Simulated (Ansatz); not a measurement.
Reaction (formal exchange of groups at a C–C bond): `CC(C)Br` + `CC` → `CCC(C)Br` + CH₄

Calculated with Ansatz (gas phase, PBE0-D4/def2-TZVP geometries, no zero-point term in ΔE). CBS: MP2 limit from def2 TZ/QZ plus the TZ coupled-cluster correction, frozen cores. This one scheme is used for every species. Functionals use def2-TZVPP. B3LYP here is the variant with VWN-RPA as its local correlation; programs differ in this. HSE06 is defined as in plane-wave codes. For Br outer-core shells are correlated without core-valence functions, which leaves a few kJ/mol of doubt a bond. Scalar relativity is left out up to krypton. Each species was taken in one conformer, which may not be the lowest.

| level | ΔE (eV) |
| --- | --- |
| PBE0-D4 | -0.09 |
| B3LYP-D4 | -0.09 |
| B2PLYP | -0.07 |
| r2SCANh | -0.09 |
| HSE06 | -0.06 |
| BHLYP | -0.04 |
| HF/def2-SVP | -0.02 |
| HF/def2-QZVPP | 0.00 |

Question: What does CCSD(T)/CBS give? (Best estimate.)

Answer: The calculation gave: -0.12 eV. The listed levels differ from it by 0.03, 0.03, 0.05, 0.03, 0.06, 0.08, 0.10, 0.12 eV.

Largest T1 diagnostic among the species: 0.008.

The D4 term adds −0.06 eV with B3LYP and −0.03 eV with PBE0; it sums over pairs of atoms, weighted by their polarisabilities, and B3LYP, whose exchange is more repulsive, gets the larger term. In def2-TZVPP, CCSD(T) changes the Hartree–Fock value by −0.10 eV (the triples alone add −0.02 eV) and MP2 by −0.12 eV.
